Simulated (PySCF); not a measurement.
Work out the structure from these simulated measurements.

Formula: BF2H3Si.

* UV, strongest line: among the 10 lowest singlet transitions: S7 at 9.36 eV (132 nm, f = 0.176) [TDDFT CAM-B3LYP/def2-SVPD]
* Triplet: lowest triplet excitation (Tamm–Dancoff): 5.38 eV [TDA CAM-B3LYP/def2-SVPD]
* Dipole: 1.03 D [CAM-B3LYP/def2-SVPD]
* Rotational structure: rotational constants A, B, C: 9.419, 3.644, 2.711 GHz [PBE0-D3(BJ)/def2-SVP]
* Valence photoelectron: vertical ionisation energy: 11.76 eV [ΔSCF CAM-B3LYP/def2-SVPD]
* 1H NMR: chemical shifts (computed TMS as zero) by class: 3.40 (3 H) ppm [GIAO KT3/pcSseg-2]
* XPS: Si2p3/2 107.1, B1s 199.7, F1s 693.7 (×2), Si1s 1846.8 eV [ΔSCF SCAN, pcX-2 on the ionised atom, pcseg-1 elsewhere, spin-free X2C, 2p3/2 from a spin–orbit splitting computed afterwards within the 2p shell]
* UV, first state: lowest singlet excitation: 6.69 eV (185 nm, f = 0.037) [TDDFT CAM-B3LYP/def2-SVPD]
* NMR, other nuclei: isotropic shieldings of nuclei other than C and H, by class: 70 (1 B), 192 (2 F), 475 (1 Si) ppm [GIAO KT3/pcSseg-2]
* Polarisability: 43.9 au [CAM-B3LYP/def2-SVPD]

The electronic properties come from PySCF, for the isolated species, density fitting. Levels stand in brackets. Isolated species at its PBE0-D3(BJ)/def2-SVP geometry, gas phase. NMR values are class means; diastereotopic atoms form classes of their own.

Problem. Give a SMILES that accounts for the data.

Solution. Numbering: `[F:1][B:2]([F:3])[SiH3:4]`. All hydrogens form one class (3.40 ppm): Si–H hydrogen. The other shieldings belong to: 70 ppm, three-coordinate boron [B2]; 192 ppm, boron-bound fluorine [F1/F3]; 475 ppm, SiH3 silicon [Si4]. The core levels belong to: Si2p3/2 107.1 eV, SiH3 silicon [Si4]; B1s 199.7 eV, three-coordinate boron [B2]; F1s 693.7 eV, boron-bound fluorine [F1/F3]; Si1s 1846.8 eV, SiH3 silicon [Si4]. One atom of each topological class was ionised and stands for its class. The first electron is taken from the HOMO, whose largest Löwdin shares are 0.34 on the SiH3 silicon, 0.27 on the three-coordinate boron and 0.12 on each of 2 atoms of one kind (boron-bound fluorine). By its constants the optimised geometry is an asymmetric top. Structure: `FB(F)[SiH3]`. The assignments are read from this structure; whether some other isomer fits the data as well wasn't checked.
